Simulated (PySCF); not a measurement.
Al(H)(OH)(SiH3) (AlH5OSi), SMILES [SiH3][AlH][OH]. Atoms are numbered in the order given.

```xyz
8

Al    -0.5477     0.7415     0.0000
H     -2.0503     1.2433     0.0000
O      0.7061     1.8939     0.0000
H      0.5626     2.8419     0.0000
Si     0.1506    -1.6058     0.0000
H     -0.3876    -2.3127     1.1935
H     -0.3876    -2.3127    -1.1935
H      1.6255    -1.7698     0.0000
```

Geometry: B3LYP-D3(BJ)/def2-TZVP. The values are those of a single conformer.

Level of theory: PySCF with PBE0/pcJ-1.

Isotropic couplings with Fermi-contact, spin-dipole and both spin-orbit terms, one fixed conformer, no vibrational averaging. Isotopes: 1H, 29Si.

Computed spin–spin coupling constants:
| pair | bonds apart | J (Hz) |
|---|---|---|
| Si5–H6 | 1 | -180.9 |
| Si5–H7 | 1 | -180.9 |
| Si5–H8 | 1 | -194.6 |
| H2–Si5 | 2 | -50.8 |
| H6–H7 | 2 | -8.2 |
| H6–H8 | 2 | -5.2 |
| H7–H8 | 2 | -5.2 |
| H2–H4 | 3 | -1.2 |
| H2–H6 | 3 | -2.0 |
| H2–H7 | 3 | -2.0 |
| H2–H8 | 3 | 7.4 |
| H4–Si5 | 3 | -6.8 |
| H4–H6 | 4 | 0.4 |
| H4–H7 | 4 | 0.4 |
| H4–H8 | 4 | -0.7 |
